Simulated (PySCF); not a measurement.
Molecule: SMILES [P@@+]1([BH3-])(C)C=C1C=C, C5H10BP.

Bonds (- single, = double, # triple, : aromatic): B1-P2, P2-C3, P2-C4, C4=C5, C5-C6, C6=C7, C5-P2. B1 carries H8, H9, H10; C3 carries H11, H12, H13; C4 carries H14; C6 carries H15; C7 carries H16, H17. Formal charges: B1 -1, P2 +1. Stereochemistry as in [BH3-][P@+]1(C)C=C1C=C. H17 is cis to C5; H16 is trans to C5.

Frames of a GFN2-xTB Langevin trajectory at 300 K; GIAO PBE0/pcSseg-1 shieldings in PySCF 2.14, gas phase, non-relativistic; equivalent atoms averaged within each frame.

δ = σ(ref) − σ, references computed at the same level: 11B (σref 100.07) vs BF3·OEt2; 31P (σref 318.38) against H3PO4; 13C (σref 186.93), 1H (σref 31.72) against TMS. The references are static minima.

How do the shifts (ppm) fluctuate along the trajectory?

## Answers


| time (fs) | B1 | P2 | C5 | C7 | C4 | C6 | C3 | H14 | H15 | H16 |
| --- | --- | --- | --- | --- | --- | --- | --- | --- | --- | --- |
| optimised geometry | -45.9 | -148.7 | 154.4 | 141.0 | 135.8 | 130.7 | 23.1 | 8.30 | 7.18 | 6.42 |
| 250 | -44.5 | -131.4 | 160.1 | 140.2 | 139.6 | 134.5 | 25.1 | 8.86 | 7.23 | 6.64 |
| 425 | -43.4 | -116.7 | 166.1 | 132.6 | 142.4 | 134.7 | 26.3 | 8.82 | 7.12 | 5.87 |
| 625 | -37.6 | -133.9 | 149.2 | 136.3 | 138.2 | 130.7 | 29.1 | 8.52 | 7.67 | 7.08 |
| 800 | -43.2 | -178.5 | 153.3 | 141.9 | 127.5 | 131.1 | 15.6 | 8.11 | 7.27 | 6.53 |
| 1000 | -46.2 | -118.2 | 168.0 | 136.2 | 136.2 | 132.3 | 17.8 | 7.68 | 7.56 | 5.65 |
| mean of frames | -43.0 | -135.7 | 159.3 | 137.4 | 136.8 | 132.7 | 22.8 | 8.40 | 7.37 | 6.35 |
| standard deviation | 3.3 | 25.1 | 8.0 | 3.7 | 5.7 | 1.9 | 5.8 | 0.50 | 0.23 | 0.58 |

5 frames give an uncertainty of the mean of about the standard deviation over 2.2 at best, since frames this close in time may not be independent; classical motion lacks zero-point vibration, and the reference would need the same averaging.
